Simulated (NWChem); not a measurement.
Program: NWChem. System: C$_{3}$H$_{8}$N, charge 1, spin multiplicity 1, at the geometry of a parent with another charge or spin, in a state set for the comparison that need not be this species' ground state. Level: BLYP/def2-TZVP.

Job file:

```
start mol
memory heap 200 mb stack 900 mb global 1100 mb
charge 1
geometry units angstroms nocenter noautoz noautosym
  C     -1.056795     0.810933     0.457486
  C     -0.035722    -0.007047    -0.341750
  C      1.398537     0.349860     0.022933
  N     -0.250189    -1.419565    -0.192671
  H     -0.885929     1.889815     0.323449
  H     -0.972724     0.584006     1.531945
  H     -2.087887     0.588101     0.140115
  H     -0.195311     0.240669    -1.416575
  H      1.609915     1.414058    -0.162416
  H      1.583688     0.139771     1.088145
  H      2.104401    -0.254932    -0.564370
  H     -1.240947    -1.587011    -0.423613
end
basis spherical
  * library def2-tzvp
end
dft
  xc becke88 lyp
  semidirect memsize 60000000 filesize 0
  iterations 100
end
task dft energy
```

NWChem printed:

```
             Northwest Computational Chemistry Package (NWChem) 7.3.0
             --------------------------------------------------------

                                NWChem Input Module
                                -------------------

 Scaling coordinates for geometry "geometry" by  1.889725989
 (inverse scale =  0.529177249)

                             Geometry "geometry" -> ""
                             -------------------------

 Output coordinates in angstroms (scale by  1.889725989 to convert to a.u.)

  No.       Tag          Charge          X              Y              Z
 ---- ---------------- ---------- -------------- -------------- --------------
    1 C                    6.0000    -1.05679500     0.81093300     0.45748600
    2 C                    6.0000    -0.03572200    -0.00704700    -0.34175000
    3 C                    6.0000     1.39853700     0.34986000     0.02293300
    4 N                    7.0000    -0.25018900    -1.41956500    -0.19267100
    5 H                    1.0000    -0.88592900     1.88981500     0.32344900
    6 H                    1.0000    -0.97272400     0.58400600     1.53194500
    7 H                    1.0000    -2.08788700     0.58810100     0.14011500
    8 H                    1.0000    -0.19531100     0.24066900    -1.41657500
    9 H                    1.0000     1.60991500     1.41405800    -0.16241600
   10 H                    1.0000     1.58368800     0.13977100     1.08814500
   11 H                    1.0000     2.10440100    -0.25493200    -0.56437000
   12 H                    1.0000    -1.24094700    -1.58701100    -0.42361300

 Effective nuclear repulsion energy (a.u.)     126.7496356058

            Nuclear Dipole moment (a.u.)
            ----------------------------
        X                 Y               Z
 ---------------- ---------------- ----------------
     0.0000056692    -0.0000037795    -0.0000056692


 Summary of "ao basis" -> "" (spherical)
 ------------------------------------------------------------------------------
       Tag                 Description            Shells   Functions and Types
[...]
    40     -0.149192   2 C  px              168     -0.144098  12 H  s

 Vector   17  Occ=0.000000D+00  E=-4.754102D-01
              MO Center= -2.6D-01, -8.7D-01, -2.3D-01, r^2= 1.9D+00
   Bfn.  Coefficient  Atom+Function         Bfn.  Coefficient  Atom+Function
  ----- ------------  ---------------      ----- ------------  ---------------
   101      0.400882   4 N  pz              104      0.344215   4 N  pz
   107      0.247573   4 N  pz              144      0.180991   8 H  s
    39     -0.138315   2 C  pz               99     -0.107158   4 N  px
     7      0.104145   1 C  py              145      0.102696   8 H  s
   143      0.101573   8 H  s                42     -0.096189   2 C  pz

 Vector   18  Occ=0.000000D+00  E=-1.931214D-01
              MO Center= -1.1D+00, -5.4D-01, -6.9D-01, r^2= 4.9D+00
   Bfn.  Coefficient  Atom+Function         Bfn.  Coefficient  Atom+Function
  ----- ------------  ---------------      ----- ------------  ---------------
   169      1.061886  12 H  s               145      1.050597   8 H  s
     5     -0.947924   1 C  s                36     -0.890448   2 C  s
    98     -0.735270   4 N  s               139      0.707778   7 H  s
   127      0.466287   5 H  s                67     -0.420148   3 C  s
    45      0.372342   2 C  pz              105      0.364597   4 N  px

 Vector   19  Occ=0.000000D+00  E=-1.439738D-01
              MO Center= -4.7D-01, -2.4D-01, -9.9D-01, r^2= 5.5D+00
   Bfn.  Coefficient  Atom+Function         Bfn.  Coefficient  Atom+Function
  ----- ------------  ---------------      ----- ------------  ---------------
   145      1.944325   8 H  s                36     -1.695513   2 C  s
   169     -1.086876  12 H  s                67     -1.008671   3 C  s
    45      0.965360   2 C  pz               98      0.957214   4 N  s
   163      0.559947  11 H  s               157      0.511904  10 H  s
    14     -0.404114   1 C  pz              151      0.392426   9 H  s

------------------------------------------------------------
EAF file 0: "./mol.aoints.0" size=524288 bytes
------------------------------------------------------------
               write      read    awrite     aread      wait
               -----      ----    ------     -----      ----
     calls:        1        39         0         0         0
   data(b): 5.24e+05  2.04e+07  0.00e+00  0.00e+00
   time(s): 0.00e+00  0.00e+00  0.00e+00  0.00e+00  0.00e+00
rate(mb/s): 0.00e+00  0.00e+00
------------------------------------------------------------

 center of mass
 --------------
 x =   0.00271319 y =  -0.09747934 z =  -0.01670303

 moments of inertia (a.u.)
 ------------------
         203.846060677097          -3.517783931500          19.980254309938
          -3.517783931500         234.851020855272         -37.075064951679
          19.980254309938         -37.075064951679         362.496033856263

     Multipole analysis of the density
     ---------------------------------

     L   x y z        total         alpha         beta         nuclear
     -   - - -        -----         -----         ----         -------
     0   0 0 0      1.000000    -16.000000    -16.000000     33.000000

     1   1 0 0     -0.775018     -0.387512     -0.387512      0.000006
     1   0 1 0      0.073170      0.036587      0.036587     -0.000004
     1   0 0 1     -0.416898     -0.208446     -0.208446     -0.000006

     2   2 0 0    -13.111647    -70.975992    -70.975992    128.840338
     2   1 1 0      1.580058     -0.450938     -0.450938      2.481934
     2   1 0 1      0.069266      5.909852      5.909852    -11.750437
     2   0 2 0    -14.903339    -56.920688    -56.920688     98.938036
     2   0 1 1      1.237458    -10.432065    -10.432065     22.101588
     2   0 0 2    -15.196661    -22.607016    -22.607016     30.017370

 Task  times  cpu:      127.2s     wall:      127.2s

 Total times  cpu:      127.3s     wall:      127.3s
```
